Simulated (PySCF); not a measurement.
# TlS⁻ at BHandHLYP

Level: BHandHLYP. basis Tl def2-SVPD with ECP60, S def2-SVPD; scalar-relativistic core potentials; PySCF 2.14.

```
state                                                                                                             : ¹Σ⁺ (singlet), closed shell
bond length                                                                                                       : 2.425 Å
harmonic wavenumber                                                                                               : 350 cm⁻¹
force constant                                                                                                    : 1.99 mdyn/Å
rotational constant Be                                                                                            : 0.1036 cm⁻¹
anharmonicity ωexe                                                                                                : 0.861 cm⁻¹
vibration–rotation constant αe                                                                                    : 0.000372 cm⁻¹
well depth De to Tl + S⁻                                                                                          : 282 kJ/mol
dissociation energy D0                                                                                            : 280 kJ/mol
HOMO–LUMO gap                                                                                                     : 5.23 eV
bond order (Mayer)                                                                                                : 1.46
dipole moment (positive dipole points towards S; it is taken about the centre of mass and depends on that origin) : -7.53 D
```

These are scalar-relativistic numbers at best; spin–orbit coupling would shift them, the dissociation energy most. For an ion De counts to the pair picked by the measured ionisation energies or electron affinities, which need not be the lowest pair at this level.
